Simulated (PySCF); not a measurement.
Heteronuclear NMR

Structure with atom numbers: `[CH3:1][CH:2]([CH3:3])[SiH2:4]/[CH:5]=[CH:6]/[SiH3:7]`; H(Xn) means a hydrogen on atom n.

No solvent, one computed conformer, no relativistic terms, fast rotation and ring inversion assumed for equivalent nuclei. σ from GIAO-PBE0/pcSseg-1; geometry: GFN2-xTB; PySCF 2.14.

Question: Where does ²⁹Si resonate?

Answer: 
```json
{"atoms": "Si4", "environment": "silicon bonded to 2 C, 2 H", "σ (ppm)": "377.2", "δ (ppm)": "-30.1"}
{"atoms": "Si7", "environment": "silicon bonded to C, 3 H", "σ (ppm)": "420.4", "δ (ppm)": "-65.6"}
```

Shieldings were converted by a linear fit to measured shifts: ²⁹Si (scatter 8.9 ppm rms, 25.8 ppm with the 6 outliers that the fit left out vs TMS, solution or neat liquid). Occasional misses reach two or three times the rms, and more in compound classes unlike the fitted ones.

On a 400 MHz spectrometer ²⁹Si resonates near 79.5 MHz, so 1 ppm is 79.5 Hz.
